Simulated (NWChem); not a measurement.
Isomers of C₃H₈Si, each optimised at PBE0/def2-SVP with NWChem, gas phase unless a solvent is named. Flexible species stand in one conformer each, which need not be the lowest.  Relative energies count from the lowest isomer at each level and are electronic, without zero-point energy, on those geometries.

A: [SiH3]C1CC1
B: C(C=C)[SiH3]
C: [SiH3]/C=C\C
D: C1C[SiH2]C1

| quantity | A | B | C | D |
|---|---|---|---|---|
| relative energy, PBE0/def2-TZVP (kcal/mol) | 10.1 | 7.6 | 7.2 | 0.0 |
| dipole (D), PBE0/def2-SVP | 0.93 | 0.52 | 1.25 | 0.46 |
| orbital gap (eV), PBE0/def2-SVP | 9.65 | 7.44 | 7.14 | 8.76 |
